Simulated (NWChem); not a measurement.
System: CH₂FNOSi; SMILES O=C=N[SiH2]F

Input file for NWChem:

```
start job
memory heap 200 mb stack 900 mb global 1100 mb
geometry units angstroms noautoz
  Si    -0.443212    -1.190274    -0.001328
  F      1.015609    -1.922133    -0.002073
  N     -0.212147     0.511818    -0.004172
  C      0.019876     1.700034    -0.000534
  O      0.233550     2.860154     0.002244
  H     -1.163198    -1.579353     1.248163
  H     -1.166629    -1.582934    -1.247883
end
basis spherical
  * library def2-svp
end
dft
  xc scan
  grid fine
  iterations 150
  mulliken
end
task dft gradient
```

Excerpt of the output:

```
             Northwest Computational Chemistry Package (NWChem) 7.3.0
             --------------------------------------------------------

 C1  symmetry detected

                             Geometry "geometry" -> ""
                             -------------------------

 Output coordinates in angstroms (scale by  1.889725989 to convert to a.u.)

  No.       Tag          Charge          X              Y              Z
 ---- ---------------- ---------- -------------- -------------- --------------
    1 Si                  14.0000    -0.50887921    -1.16292874     0.00083973
    2 F                    9.0000     0.92306142    -1.94607742    -0.00017978
    3 N                    7.0000    -0.21758214     0.52989296    -0.00328384
    4 C                    6.0000     0.05644695     1.70913250    -0.00057652
    5 O                    8.0000     0.31114146     2.86094408     0.00129961
    6 H                    1.0000    -1.24152291    -1.52539656     1.25097587
    7 H                    1.0000    -1.24645922    -1.53050275    -1.24506495

 Effective nuclear repulsion energy (a.u.)     200.8392270944

                                 NWChem DFT Module
                                 -----------------

 Summary of "ao basis" -> "ao basis" (spherical)
 ------------------------------------------------------------------------------
       Tag                 Description            Shells   Functions and Types
 ---------------- ------------------------------  ------  ---------------------
 Si                         def2-svp                 8       18   4s3p1d
 F                          def2-svp                 6       14   3s2p1d
 N                          def2-svp                 6       14   3s2p1d
 C                          def2-svp                 6       14   3s2p1d
 O                          def2-svp                 6       14   3s2p1d
 H                          def2-svp                 3        5   2s1p

            General Information
            -------------------
          SCF calculation type: DFT
          Wavefunction type:  closed shell.
          No. of atoms     :     7
          No. of electrons :    46
           Alpha electrons :    23
            Beta electrons :    23
          Charge           :     0
          Spin multiplicity:     1
          Use of symmetry is: off; symmetry adaption is: off
          Maximum number of iterations: 150
          AO basis - number of functions:    84
                     number of shells:    38
          Convergence on energy requested:  1.00D-06
          Convergence on density requested:  1.00D-05
          Convergence on gradient requested:  5.00D-04

              XC Information
              --------------
                         SCAN Method XC Functional
                  SCAN metaGGA Exchange Functional  1.000
                        SCAN Correlation Potential  1.000

             Grid Information
             ----------------
          Grid used for XC integration:  fine
          Radial quadrature: Mura-Knowles
          Angular quadrature: Lebedev.
          Tag              B.-S. Rad. Rad. Pts. Rad. Cut. Ang. Pts.
          ---              ---------- --------- --------- ---------
          Si                  1.10      123           9.0       770
          F                   0.50       70          11.0       590
          N                   0.65       70           8.0       590
          C                   0.70       70          11.0       590
          O                   0.60       70          12.0       590
          H                   0.35       60          10.0       590
          Grid pruning is: on
          Number of quadrature shells:   523
          Spatial weights used:  Erf1

      Superposition of Atomic Density Guess
      -------------------------------------

 Sum of atomic energies:        -555.58975971

      Non-variational initial energy
      ------------------------------

 Total energy =    -557.308010
 1-e energy   =   -1166.886508
 2-e energy   =     408.739271
 HOMO         =      -0.355948
 LUMO         =       0.049420

     ---------------------------------------------
      Total Density - Mulliken Population Analysis
     ---------------------------------------------

    Atom       Charge   Shell Charges
 -----------   ------   -------------------------------------------------------
    1 Si  14    12.85   2.00  1.99  0.90  0.21  5.93  0.92  0.64  0.25
    2 F    9     9.59   1.99  1.15  0.78  3.52  2.14  0.00
    3 N    7     7.62   1.99  1.04  0.45  2.55  1.58  0.01
    4 C    6     5.17   1.99  0.89  0.17  1.48  0.53  0.10
    5 O    8     8.57   1.99  1.13  0.65  2.98  1.81  0.01
    6 H    1     1.10   0.70  0.40  0.01
    7 H    1     1.10   0.70  0.40  0.01

   convergence    iter        energy       DeltaE   RMS-Dens  Diis-err
 ---------------- ----- ----------------- --------- --------- ---------
 d= 0,ls=0.0,diis     1   -558.2156251983 -7.59D+02  2.07D-02  1.09D+00
 d= 0,ls=0.0,diis     2   -557.8890756199  3.27D-01  1.39D-02  4.82D+00
 d= 0,ls=0.0,diis     3   -558.3123714290 -4.23D-01  4.99D-03  3.13D-01
 d= 0,ls=0.0,diis     4   -558.3349486331 -2.26D-02  2.14D-03  9.60D-02
 d= 0,ls=0.0,diis     5   -558.3458364200 -1.09D-02  3.80D-04  1.24D-03
  Resetting Diis
 d= 0,ls=0.0,diis     6   -558.3459919407 -1.56D-04  8.35D-05  9.30D-05
 d= 0,ls=0.0,diis     7   -558.3459991254 -7.18D-06  8.78D-05  2.80D-05
 d= 0,ls=0.0,diis     8   -558.3459930586  6.07D-06  5.70D-05  9.83D-05
 d= 0,ls=0.0,diis     9   -558.3460014983 -8.44D-06  7.35D-06  1.01D-06
 d= 0,ls=0.0,diis    10   -558.3460015821 -8.38D-08  2.77D-06  1.30D-07

         Total DFT energy =     -558.346001582091
      One electron energy =    -1168.926258468756
           Coulomb energy =      462.717089414229
    Exchange-Corr. energy =      -52.976059621934
 Nuclear repulsion energy =      200.839227094371

 Numeric. integr. density =       46.000000524685

                       DFT Final Molecular Orbital Analysis
                       ------------------------------------

 Vector   21  Occ=2.000000D+00  E=-3.388894D-01
              MO Center= -2.9D-01, -9.2D-01, -1.6D-04, r^2= 4.2D+00
   Bfn.  Coefficient  Atom+Function         Bfn.  Coefficient  Atom+Function
  ----- ------------  ---------------      ----- ------------  ---------------
    24      0.374347  2 F  pz                27     -0.265768  2 F  pz
    75      0.245232  6 H  s                 80     -0.245749  7 H  s
    10      0.218084  1 Si pz                66     -0.209095  5 O  pz
    38     -0.175403  3 N  pz                76      0.168220  6 H  s
    81     -0.168513  7 H  s                 41      0.154154  3 N  pz

 Vector   22  Occ=2.000000D+00  E=-2.987401D-01
              MO Center= -6.7D-03,  1.3D+00, -1.3D-03, r^2= 2.6D+00
   Bfn.  Coefficient  Atom+Function         Bfn.  Coefficient  Atom+Function
  ----- ------------  ---------------      ----- ------------  ---------------
    36      0.440696  3 N  px                64      0.405186  5 O  px
    39     -0.348938  3 N  px                67      0.288349  5 O  px
    23     -0.122325  2 F  py                37     -0.090613  3 N  py
    65     -0.090852  5 O  py                26      0.084660  2 F  py
    40      0.079563  3 N  py                68     -0.063607  5 O  py

 Vector   23  Occ=2.000000D+00  E=-2.866085D-01
              MO Center= -2.6D-01,  7.4D-01, -2.2D-04, r^2= 4.0D+00
   Bfn.  Coefficient  Atom+Function         Bfn.  Coefficient  Atom+Function
  ----- ------------  ---------------      ----- ------------  ---------------
    38      0.414434  3 N  pz                66      0.370742  5 O  pz
    41     -0.327615  3 N  pz                69      0.269654  5 O  pz
    75      0.184416  6 H  s                 80     -0.183936  7 H  s
    76      0.158033  6 H  s                 81     -0.157813  7 H  s
    10      0.103971  1 Si pz                52     -0.088257  4 C  pz

 Vector   24  Occ=0.000000D+00  E=-3.042818D-02
              MO Center= -2.8D-01,  2.5D-01,  7.3D-05, r^2= 4.5D+00
   Bfn.  Coefficient  Atom+Function         Bfn.  Coefficient  Atom+Function
  ----- ------------  ---------------      ----- ------------  ---------------
    11      0.628397  1 Si px                50     -0.432812  4 C  px
    53     -0.373028  4 C  px                12     -0.323519  1 Si py
    21     -0.290564  2 F  s                 64      0.273352  5 O  px
    67      0.270708  5 O  px                 8      0.218952  1 Si px
    76      0.200316  6 H  s                 81      0.199415  7 H  s

 Vector   25  Occ=0.000000D+00  E=-4.648659D-03
              MO Center= -8.8D-02,  1.1D+00,  1.6D-03, r^2= 3.4D+00
   Bfn.  Coefficient  Atom+Function         Bfn.  Coefficient  Atom+Function
  ----- ------------  ---------------      ----- ------------  ---------------
    52     -0.555606  4 C  pz                13      0.530263  1 Si pz
    55     -0.509408  4 C  pz                76     -0.418419  6 H  s
    81      0.416082  7 H  s                 69      0.350016  5 O  pz
    66      0.340774  5 O  pz                41      0.275555  3 N  pz
    38     -0.234835  3 N  pz                10      0.158872  1 Si pz

 Vector   26  Occ=0.000000D+00  E= 2.582077D-02
              MO Center= -5.2D-01, -8.4D-01,  1.4D-03, r^2= 4.3D+00
   Bfn.  Coefficient  Atom+Function         Bfn.  Coefficient  Atom+Function
  ----- ------------  ---------------      ----- ------------  ---------------
    12      1.073112  1 Si py                35     -0.982125  3 N  s
    49      0.646645  4 C  s                 11      0.387913  1 Si px
    76      0.339989  6 H  s                 81      0.339409  7 H  s
    63     -0.264137  5 O  s                  9      0.261496  1 Si py
    34     -0.221357  3 N  s                 26     -0.164280  2 F  py

     ---------------------------------------------
      Total Density - Mulliken Population Analysis
     ---------------------------------------------

    Atom       Charge   Shell Charges
 -----------   ------   -------------------------------------------------------
    1 Si  14    13.17   2.00  1.98  0.98  0.10  5.93  1.19  0.61  0.38
    2 F    9     9.35   1.99  1.13  0.80  3.34  2.08  0.00
    3 N    7     7.31   1.99  0.99  0.44  2.47  1.41  0.02
    4 C    6     5.81   1.99  0.94  0.11  1.99  0.67  0.12
    5 O    8     8.15   1.99  1.13  0.62  2.81  1.59  0.02
    6 H    1     1.10   0.74  0.35  0.01
    7 H    1     1.10   0.74  0.35  0.01

     -------------------------------------------
      Total Density - Lowdin Population Analysis
     -------------------------------------------

    Atom       Charge   Shell Charges
 -----------   ------   -------------------------------------------------------
    1 Si  14    13.39   2.00  1.93  0.62  0.32  5.81  1.20  0.92  0.60
    2 F    9     9.21   1.98  1.02  0.77  3.21  2.22  0.01
    3 N    7     7.26   1.97  0.75  0.45  2.31  1.76  0.03
    4 C    6     5.85   1.96  0.60  0.26  1.77  0.99  0.27
    5 O    8     8.09   1.97  0.93  0.64  2.67  1.84  0.04
    6 H    1     1.10   0.65  0.43  0.02
    7 H    1     1.10   0.65  0.43  0.02

     Multipole analysis of the density
     ---------------------------------

     L   x y z        total         alpha         beta         nuclear
     -   - - -        -----         -----         ----         -------
     0   0 0 0      0.000000    -23.000000    -23.000000     46.000000

     1   1 0 0     -0.583593     -0.291797     -0.291797      0.000000
     1   0 1 0     -0.396561     -0.198280     -0.198280     -0.000000
     1   0 0 1      0.001286      0.000643      0.000643      0.000000

     2   2 0 0    -25.608092    -40.504466    -40.504466     55.400840
     2   1 1 0      1.211355     -4.416129     -4.416129     10.043613
     2   1 0 1     -0.001946      0.000147      0.000147     -0.002240
     2   0 2 0    -30.535784   -269.992252   -269.992252    509.448721
     2   0 1 1     -0.004661      0.000401      0.000401     -0.005463
     2   0 0 2    -25.083305    -18.103993    -18.103993     11.124681

            General Information
            -------------------
          SCF calculation type: DFT
          Wavefunction type:  closed shell.
          No. of atoms     :     7
          No. of electrons :    46
           Alpha electrons :    23
            Beta electrons :    23
          Charge           :     0
          Spin multiplicity:     1
          Use of symmetry is: off; symmetry adaption is: off
          Maximum number of iterations: 150
          AO basis - number of functions:    84
                     number of shells:    38
          Convergence on energy requested:  1.00D-06
          Convergence on density requested:  1.00D-05
          Convergence on gradient requested:  5.00D-04

              XC Information
              --------------
                         SCAN Method XC Functional
                  SCAN metaGGA Exchange Functional  1.000
                        SCAN Correlation Potential  1.000

             Grid Information
             ----------------
          Grid used for XC integration:  fine
          Radial quadrature: Mura-Knowles
          Angular quadrature: Lebedev.
          Tag              B.-S. Rad. Rad. Pts. Rad. Cut. Ang. Pts.
          ---              ---------- --------- --------- ---------
          Si                  1.10      123           9.0       770
          F                   0.50       70          11.0       590
          N                   0.65       70           8.0       590
          C                   0.70       70          11.0       590
          O                   0.60       70          12.0       590
          H                   0.35       60          10.0       590
          Grid pruning is: on
          Number of quadrature shells:   523
          Spatial weights used:  Erf1

          Convergence Information
          -----------------------
          Convergence aids based upon iterative change in
          total energy or number of iterations.
          Levelshifting, if invoked, occurs when the
          HOMO/LUMO gap drops below (HL_TOL):  1.00D-02
          DIIS, if invoked, will attempt to extrapolate
          using up to (NFOCK): 10 stored Fock matrices.

                    Damping( 0%)  Levelshifting(0.5)       DIIS
                  --------------- ------------------- ---------------
          dE  on:    start            ASAP                start
          dE off:    2 iters        150 iters           150 iters

                            NWChem DFT Gradient Module
                            --------------------------

  charge          =   0.00
  wavefunction    = closed shell

                         DFT ENERGY GRADIENTS

    atom               coordinates                        gradient
                 x          y          z           x          y          z
   1 Si     -0.961642  -2.197617   0.001587   -0.004529   0.000395   0.000037
   2 F       1.744333  -3.677553  -0.000340    0.009090  -0.005248   0.000005
   3 N      -0.411171   1.001353  -0.006206   -0.004258  -0.014646  -0.000070
   4 C       0.106669   3.229792  -0.001089   -0.000427  -0.002422   0.000024
   5 O       0.587972   5.406400   0.002456    0.005295   0.023788   0.000034
   6 H      -2.346138  -2.882582   2.364002   -0.002562  -0.000918   0.004095
   7 H      -2.355466  -2.892231  -2.352832   -0.002610  -0.000949  -0.004125
```

Level: SCAN/def2-SVP. Geometry: optimised at PBE-D3(BJ)/def2-SVP.
